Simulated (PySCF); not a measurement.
Members of one family of related compounds. Theory: TDDFT CAM-B3LYP/def2-SVPD, vertical, gas phase, core orbitals frozen in the response (PySCF 2.14.0, density-fitted response routines). Geometries: GFN2-xTB; one conformer of each isolated species. Triplets are in the Tamm–Dancoff approximation.

Task: Rank by computed HOMO–LUMO gap, lowest first.
A. `[H]/P=C\C=C`
B. `C(=P/[C@H](C)CC)/F`
C. `F/C=P\c1ccccc1F`
D. `F/C=P\N([SiH3])[SiH3]`

Result: A (6.84 eV), C (7.58 eV), D (7.73 eV), B (8.17 eV).

```tsv
SMILES	gap (eV)	LUMO (eV)	first f ≥ 0.01 (nm)	HOMO (eV)	T1 (eV)	α (au)	S1 mainly
[H]/P=C\C=C	6.84	-1.08	270	-7.92	2.14	71.2	H-1→L (97%)
F/C=P\c1ccccc1F	7.58	-0.72	259	-8.30	2.70	105.9	H→L (74%)
F/C=P\N([SiH3])[SiH3]	7.73	-0.12	256	-7.86	2.71	95.9	H→L (70%)
CC[C@@H](C)/P=C\F	8.17	-0.28	223	-8.44	2.80	87.8	H-1→L (97%)
```

H and L stand for HOMO and LUMO.
